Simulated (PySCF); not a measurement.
H₄O₃SSn, SMILES [Sn]([OH])([OH])([SH])[OH]. Atoms are numbered in the order given.

```xyz
9

O     -0.6201     1.3807    -1.4910
Sn    -0.2094     0.0305    -0.0761
O     -1.5596     0.4860     1.3355
O     -0.4388    -1.7722    -0.9134
S      2.0483    -0.0905     0.7963
H     -1.1274     2.1063    -1.0739
H     -1.3138     0.0335     2.1669
H     -1.1228    -1.7035    -1.6096
H      2.2103    -1.2710     0.1299
```
Charge 0, spin multiplicity 1.

The structure is a stationary point at PBE-D3(BJ)/def2-SVP. The structure was generated by enumeration; whether it is a known compound was not checked. The def2 effective core potentials stand for the cores of Sn; spin–orbit coupling is left out. One conformer was computed; it need not be the lowest.

All values below come from PBE-D3(BJ)/def2-SVP (PySCF).

Frequencies are harmonic and unscaled.

```
mode  ν (cm⁻¹)  IR (km/mol)  moving atoms (share of kinetic energy)
----  --------  -----------  --------------------------------------
1           85         31.5                  O 63 %, H 20 %, S 16 %
2          107          2.2          O 54 %, S 25 %, H 12 %, Sn 9 %
3          124          4.8         H 35 %, O 35 %, Sn 17 %, S 13 %
4          140         14.4                          O 49 %, H 43 %
5          156         21.5                          H 62 %, O 32 %
6          165          9.1                 O 47 %, H 32 %, Sn 15 %
7          182         78.9                          H 45 %, O 44 %
8          227         14.9                                  H 91 %
9          248        144.9                          H 74 %, O 24 %
10         345         32.7                         S 74 %, Sn 19 %
11         579         42.1                                  O 92 %
12         601         70.6                         O 84 %, Sn 15 %
13         607         76.1                         O 82 %, Sn 15 %
14         681          7.4                                  H 93 %
15         840         44.1                                  H 94 %
16         866        111.5                                  H 92 %
17         873         77.5                                  H 92 %
18        2607          2.5                                  H 97 %
19        3691         65.2                                  H 94 %
20        3694         70.6                                  H 94 %
21        3700         47.3                                  H 94 %
```
